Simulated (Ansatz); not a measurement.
Reaction (formal exchange of groups at the Si–N bond): `B[SiH2]N=C` + `C#N` → `B[SiH2]C#N` + `C=N`

Computed with Ansatz on PBE0-D4/def2-TZVP structures; ΔE is electronic, products minus reactants. CCSD(T)/CBS is the MP2 limit (def2-TZVPP, def2-QZVPP) plus CCSD(T) − MP2 in def2-TZVPP, frozen cores. This one scheme is used for every species. DFT in def2-TZVPP. HSE06 is defined as in plane-wave codes. Each species was taken in one conformer, which may not be the lowest.

Q: Is it downhill or uphill in electronic energy at CCSD(T)/CBS, and by how much? (Best estimate.)

A: Ansatz gave: Downhill: ΔE = -0.11 eV.

Q: What do these levels give: revPBE-D4, PBE0-D4, r2SCANh-D4, r2SCAN0-D4, HSE06-D4, PBE-QIDH, PBE0, CAM-B3LYP, CCSD/def2-SVP, CCSD(T)/def2-SVP, MP2/def2-TZVPP, HF/CBS(def2)? (Estimate.)

A: Ansatz gave: revPBE-D4 -0.10, PBE0-D4 -0.12, r2SCANh-D4 -0.10, r2SCAN0-D4 -0.10, HSE06-D4 -0.12, PBE-QIDH -0.11, PBE0 -0.13, CAM-B3LYP -0.10, CCSD/def2-SVP -0.16, CCSD(T)/def2-SVP -0.16, MP2/def2-TZVPP -0.09, HF/CBS(def2) -0.11 eV.

Largest T1 diagnostic among the species: 0.014.

The D4 term adds +0.03 eV with B3LYP and +0.02 eV with PBE0; it sums over pairs of atoms, weighted by their polarisabilities, and B3LYP, whose exchange is more repulsive, gets the larger term. At CCSD(T), def2-SVP lies −0.05 eV from the extrapolated value and def2-TZVPP −0.01 eV. Leaving LDA and LC-ωPBE aside and taking each functional with its dispersion term where it has one, the values, not all of them listed here, spread over 0.04 eV, from HSE06-D4 to BLYP-D4. LDA lies +0.07 eV from PBE without D4.

B3LYP here is the variant with VWN-RPA as its local correlation; programs differ in this.
